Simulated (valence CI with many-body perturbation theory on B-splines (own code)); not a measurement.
## Xe¹⁵⁺: what each term of the Hamiltonian does

Calculated by relativistic CI+MBPT: three valence electrons over a frozen Dirac-Fock core [Kr], radial functions for each j: 9 s, 9 p, 10 d, 8 f, 5 g, 3 h, 1 i, with the one-electron correlation potential Σ1, the two-electron term Σ2, the three-electron term Σ3, Breit, model QED; selected CI, second order for the rest (own B-spline code, finite nucleus).

No measured spectrum was set against this ion. As an estimate, terms of the open shell hold to 2 to 4 % of their energy, and close levels can change places. Only levels of the ground parity were solved; by the run's estimate the other parity begins above the list, which can be wrong where configurations are misplaced.

Each rung adds one term. CI alone is the Dirac-Coulomb CI over the frozen core; QED comes last and gives the full result, which names the levels. Energies are above 4d3 4F_3/2 on the same rung, in cm⁻¹.

Names give the largest LS component (configuration and term), which can be under half, so a name can repeat, a term be missing and a line seem to break the LS rules; names also repeat where a configuration has a term twice. Letters in brackets count levels of one name in rising energy.

| Level | CI alone |
| --- | --- |
| 4d3 4F_5/2 | 11541 |
| 4d3 4F_7/2 | 21350 |
| 4d3 4F_9/2 | 28470 |
| 4d3 4P_3/2 | 29557 |
| 4d3 4P_1/2 | 33994 |
| 4d3 2G_7/2 | 45897 |
| 4d3 2H_9/2 | 47927 |
| 4d3 4P_5/2 | 48348 |
| 4d3 2D_3/2 [a] | 54674 |
| 4d3 2P_1/2 | 57843 |
| 4d3 2H_11/2 | 64932 |
| 4d3 2D_5/2 [a] | 68338 |
| 4d3 2G_9/2 | 72670 |
| 4d3 2F_5/2 | 81651 |
| 4d3 2F_7/2 | 82970 |
| 4d3 2P_3/2 | 78828 |

(1) What do these energies become with core correlation, Breit and QED?

(2) How does the ionisation energy move along the ladder, and which term matters most?

Results:

(1) 4d3 4F_5/2 11534 (-6.5); 4d3 4F_7/2 21003 (-347); 4d3 4F_9/2 27375 (-1095); 4d3 4P_3/2 28945 (-612); 4d3 4P_1/2 33068 (-926); 4d3 2G_7/2 43809 (-2088); 4d3 2H_9/2 45329 (-2598); 4d3 4P_5/2 47321 (-1026); 4d3 2D_3/2 [a] 54103 (-571); 4d3 2P_1/2 57603 (-240); 4d3 2H_11/2 60935 (-3997); 4d3 2D_5/2 [a] 66660 (-1678); 4d3 2G_9/2 70069 (-2600); 4d3 2F_5/2 77480 (-4171); 4d3 2F_7/2 78625 (-4345); 4d3 2P_3/2 79084 (+255).

(2) CI alone 370.89, + Σ1 373.11, + Σ2 374.42, + Σ3 374.43, + Breit 374.33, + QED 374.36 eV. The largest step is Σ1, 2.21 eV. NIST lists 374 ± 3 eV (theoretical).
